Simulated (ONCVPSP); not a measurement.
**Cutoff test, potassium (K), ONCV**

```json
{
  "Element": "K",
  "Generator": "ONCVPSP 4.0.1",
  "Type": "optimised norm-conserving Vanderbilt (ONCV)",
  "Functional": "BLYP",
  "Relativity": "fully relativistic",
  "Frozen core": "[Ne]",
  "Valence charge": "9",
  "Reference configuration": "3s2 3p6 4s0.5 4p0.5",
  "Partial waves": "3s+4s: rc 2.25 bohr, ncon 4, nbas 7, qcut 4.6 1/bohr, 2 projectors; 3p+4p: rc 2.60 bohr, ncon 3, nbas 6, qcut 4.9 1/bohr, 3 projectors, debl 1.1 Ha; d scattering state at 0.12 Ha: rc 2.50 bohr, ncon 4, nbas 7, qcut 3.6 1/bohr, 2 projectors, debl 2.6 Ha",
  "Local potential": "polynomial inside 1.85 bohr (lpopt 5, dvloc0 0 Ha)",
  "Core correction": "polynomial model core, fcfact 0.65"
}
```

Open shells are filled in proportion to 2j + 1.

For each optimised wave give the share of its norm inside rc, the residual kinetic energy above qcut (Ha) and the cutoffs (Ha) for errors of 10, 1, 0.1 and 0.01 mHa per electron.

| wave | norm inside rc | residual KE | 10 mHa | 1 mHa | 0.1 mHa | 0.01 mHa |
| --- | --- | --- | --- | --- | --- | --- |
| 3s | 0.960 | 8.1e-06 | 3.3 | 4.6 | 6.1 | 10.5 |
| 4s | 0.046 | 1.3e-05 | 2.2 | 3.5 | 7.2 | 11.6 |
| 3p j=3/2 | 0.951 | 3.1e-06 | 6.7 | 8.5 | 10.1 | 11.6 |
| 4p j=3/2 | 0.022 | 4.3e-07 | 3.6 | 6.3 | 8.5 | 10.2 |
| p projector 3 j=3/2 | 0.252 | 2.9e-05 | 7.3 | 9.5 | 11.2 | 13.8 |
| 3p j=1/2 | 0.953 | 3.2e-06 | 6.7 | 8.6 | 10.1 | 11.6 |
| 4p j=1/2 | 0.022 | 4.7e-07 | 3.6 | 6.4 | 8.5 | 10.3 |
| p projector 3 j=1/2 | 0.253 | 3.2e-05 | 7.4 | 9.6 | 11.2 | 14.0 |
| d projector 1 j=5/2 | 0.249 | 1.1e-02 | 6.8 | 22.9 | 28.2 | 37.9 |
| d projector 2 j=5/2 | 0.213 | 4.8e-01 | 29.4 | 37.0 | 44.0 | 61.8 |
| d projector 1 j=3/2 | 0.267 | 9.0e-03 | 6.4 | 22.0 | 27.8 | 37.2 |
| d projector 2 j=3/2 | 0.213 | 4.9e-01 | 29.6 | 37.1 | 44.6 | 62.5 |

The occupied waves need 8.6 Ha and 10 Ha for 1 and 0.1 mHa. The cutoffs count occupied waves only; projector 2 of the d channel, the hardest unoccupied one, needs 37 Ha at the loose tolerance.
